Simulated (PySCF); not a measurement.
Compound: Sn(NH2)4.
SMILES: `[NH2][Sn]([NH2])([NH2])[NH2]`

A linear-response calculation (PySCF, def2-SVPD basis, gas phase, vertical, core orbitals frozen in the response) gave these numbers; the functional is withheld.

Orbital energies (eV): HOMO-3 -9.45, HOMO-2 -9.43, HOMO-1 -9.42, HOMO -9.19, LUMO 1.04, LUMO+1 2.84, LUMO+2 2.85.

```csv
state,E (eV),f,"main configurations (H = HOMO, L = LUMO)"
S1,5.93,0.098,H→L (86%)
S2,5.99,0.0009,"H-1→L (62%), H-2→L (12%), H-3→L (10%)"
S3,6.13,0.113,"H-2→L (65%), H-1→L (17%)"
S4,6.14,0.113,H-3→L (71%)
S5,7.72,0.0015,"H→L+1/L+2 (≥41%), H-1→L+1/L+2 (≥16%), H-2→L+4 (9%)"
S6,7.72,0.0014,"H→L+1/L+2 (≥41%), H-1→L+1/L+2 (≥16%)"
```

Triplets (Tamm–Dancoff): T1 5.44 eV, H→L (78%), H→L+4 (8%); T2 5.64 eV, H-1→L (49%), H-2→L (25%); T3 5.65 eV, H-2→L (46%), H-1→L (18%), H-3→L (11%).

Vertical ionisation energy by ΔSCF with the same functional: 9.40 eV. Mean static polarisability: 72.5 au.

Orbitals of the list HOMO-3 to LUMO+2 that lie within 0.01 eV of each other are written together with a slash and their weights summed (≥ marks a lower bound); for degenerate orbitals outside that list single weights are arbitrary.

Question: Name the functional.
A. B3LYP
B. HF
C. PBE
D. wB97X-D

Answer: D. wB97X-D is range-separated, 22% exact exchange at short range and 100% at long range (ω = 0.2 bohr⁻¹). In this run −ε(HOMO) = 9.19 eV differs from the ΔSCF value by -0.21 eV, and S1 differs from the orbital gap of 10.22 eV by -4.29 eV. The ratio −ε(HOMO)/IP is 0.98. Usual ranges for neutral molecules in this basis: 0.89 to 0.99 with wB97X-D, 0.5 to 0.7 with PBE, 0.67 to 0.83 with B3LYP; with Hartree–Fock the ratio is 1 or more (Koopmans' value less the relaxation energy is the ΔSCF value).

Computed with PySCF, TDDFT wB97X-D/def2-SVPD, vertical, gas phase, core orbitals frozen in the response, def2 core potentials past Kr. Geometry: PBE0-D3(BJ)/def2-SVP; no solvent, vibrations or thermal averaging. Spin–orbit coupling is left out.

The run took 2.4 min of wall time (grids of density and orbitals included) on one thread, Arm Neoverse V2 (aarch64), no GPU, shared host with 32 logical CPUs at a one-minute load of 20, and the process peaked at 0.95 GiB of memory.
